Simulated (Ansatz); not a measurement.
One change: `CC#COC` becomes `CC#[C][SnH3]`.

Ansatz, PBE0-D4/def2-TZVP geometries, multiplicity 1. 

Elements past krypton have def2 core potentials.

```csv
property,`CC#COC`
LUMO energy (B3LYP/def2-TZVPP) / eV,0.92
HOMO energy (ωB97M-V/def2-TZVPP) / eV,-8.76
HOMO–LUMO gap (PBE/def2-TZVPP) / eV,5.71
size of the dipole moment (PBE/def2-TZVPP) / D,1.48
LUMO energy (PBE0/def2-TZVPP) / eV,1.28
HOMO–LUMO gap (PBE0/def2-TZVPP) / eV,7.80
```

(1) Give the same properties after the change, and the shifts. (An estimate is asked.)

Answers

(1) The calculation gave: 
```
                                      property  `CC#[C][SnH3]`  shift
           LUMO energy (B3LYP/def2-TZVPP) / eV            0.21  -0.71
         HOMO energy (ωB97M-V/def2-TZVPP) / eV           -9.75  -0.99
           HOMO–LUMO gap (PBE/def2-TZVPP) / eV            5.90   0.19
size of the dipole moment (PBE/def2-TZVPP) / D            1.00  -0.48
            LUMO energy (PBE0/def2-TZVPP) / eV            0.43  -0.85
          HOMO–LUMO gap (PBE0/def2-TZVPP) / eV            7.96   0.16
```

With PBE0 the HOMO falls by 1.01 eV and the LUMO falls by 0.85 eV, so the gap widens by about 0.16 eV. PBE moves the HOMO by -1.09 eV and ωB97M-V by -0.99 eV. Dipoles are sizes alone; their direction can turn.

B3LYP here is the variant with VWN-RPA as its local correlation; programs differ in this.
